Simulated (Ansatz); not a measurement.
`[F][Ga]([SiH3])[Cl]` + `C[CH]1[CH2][GeH2]1` → `[SiH3][GaH][Cl]` + `C[C]1(F)[CH2][GeH2]1`  (redistribution)

Computed with Ansatz on PBE0-D4/def2-TZVP structures; ΔE is electronic, products minus reactants. CCSD(T)/CBS is the MP2 limit (def2-TZVPP, def2-QZVPP) plus CCSD(T) − MP2 in def2-TZVPP, frozen cores. Functionals use def2-TZVPP. B3LYP here is the variant with VWN-RPA as its local correlation; programs differ in this. For Ga, Ge outer-core shells are correlated without core-valence functions, which leaves a few kJ/mol of doubt a bond. Scalar relativity is left out up to krypton.

```csv
level,ΔE (kJ/mol),difference from CCSD(T)/CBS
PBE-D4,163.8,-15.6
r2SCAN-D4,171.1,-8.3
PBE0-D4,167.7,-11.7
B3LYP-D4,170.2,-9.2
ωB97X-V,170.3,-9.1
ωB97M-V,169.9,-9.5
B2PLYP,180.1,0.7
PBE,164.6,-14.8
r2SCAN,171.2,-8.2
PBE0,168.4,-11.0
B3LYP,171.4,-8.0
HF/def2-TZVPP,179.0,-0.4
MP2/def2-TZVPP,192.8,13.4
SCS-MP2/def2-TZVPP,188.6,9.2
CCSD/def2-TZVPP,180.1,0.7
CCSD(T)/def2-TZVPP,179.7,0.3
HF/def2-QZVPP,180.3,0.9
MP2/def2-QZVPP,193.0,13.6
SCS-MP2/def2-QZVPP,189.2,9.8
HF/CBS(def2),180.5,1.1
MP2/CBS(def2),192.4,13.0
CCSD/CBS(def2),179.8,0.4
CCSD(T)/CBS,179.4,0
```

Largest T1 diagnostic among the species: 0.013.

From PBE to PBE0 (25 % exact exchange), in def2-TZVPP and without D4, ΔE moves by +3.8 kJ/mol.
